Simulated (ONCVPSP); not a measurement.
**Ta: variants of one ONCV potential**

Base potential:

```
Element                 : Ta
Generator               : ONCVPSP 4.0.1
Type                    : optimised norm-conserving Vanderbilt (ONCV)
Functional              : PBE
Relativity              : scalar-relativistic
Frozen core             : [Xe]
Valence charge          : 19
Reference configuration : 4f14 5d3 6s1 6p1
Partial waves           : 6s: rc 2.50 bohr, ncon 3, nbas 6, qcut 2.1 1/bohr, 2 projectors, debl 3.5 Ha; 6p: rc 3.80 bohr, ncon 3, nbas 6, qcut 2.2 1/bohr, 2 projectors, debl 1.7 Ha; 5d: rc 2.10 bohr, ncon 4, nbas 9, qcut 6.2 1/bohr, 1 projector; 4f: rc 0.75 bohr, ncon 3, nbas 7, qcut 22 1/bohr, 1 projector
Local potential         : polynomial inside 0.50 bohr (lpopt 5, dvloc0 3 Ha)
Core correction         : Teter function, fcfact 4.5, rcfact 1.65
```

Cutoffs, loose and tight: the cutoffs (Ha) at which the residual kinetic energy of the hardest occupied pseudo-wave falls to 1 and 0.1 mHa per electron. They do not see the model core or the augmentation charge, which bear on the density cutoff. Test errors are all-electron minus pseudo excitation energies from the reference, over the configurations 4f14 5d3 6s2 6p0; 4f14 5d3 6s1 6p0; 4f14 5d3 6s0 6p0; 4f14 5d1 6s0 6p0. A dash means not determined; rows that change the core or the reference have their own tests. The largest error is taken over the tests solved by every variant that gives reliable tests at all: 4f14 5d3 6s0 6p0; 4f14 5d3 6s1 6p0; 4f14 5d3 6s2 6p0.

A true bound ghost makes a file unfit for plane-wave use even where its test errors are small: the radial tests pick states by their node count and pass the ghost by.

| change | outcome | cutoff, loose | cutoff, tight | bound ghosts | GHOST(+) flags above zero | largest test error (meV) |
| --- | --- | --- | --- | --- | --- | --- |
| base | generated | 210 Ha | 228 Ha | s, p, d | s | -307 |
| s: nproj 3 | generated | 210 Ha | 228 Ha | s, p, d | none | -307 |
| core correction Teter function, fcfact 2.9, rcfact 1.65 | generated | 210 Ha | 228 Ha | s, p, d | s | -212 |
| p: rc 5.18 | generated | 210 Ha | 228 Ha | s, p, d | s | -340 |
| core correction Teter function, fcfact 4.5, rcfact 1.76 | generated | 210 Ha | 228 Ha | s, p, d | s | -422 |
| f: qcut 18.9 | generated | 179 Ha | 518 Ha | s, p, d | s | -307 |
| local potential polynomial inside 0.50 bohr (lpopt 5, dvloc0 4 Ha) | generated | 210 Ha | 228 Ha | s, p, d | s | -307 |
| p: ncon 5, nbas 8 | generated | 210 Ha | 228 Ha | s, p, d | s | -299 |
| s: rc 2.18 | generated | 210 Ha | 228 Ha | s, p, d | s | -307 |
| s: qcut 1.5; p: qcut 1.5; d: qcut 4.3; f: qcut 15.4 | generated | – | – | s, p, d | s | -307 |
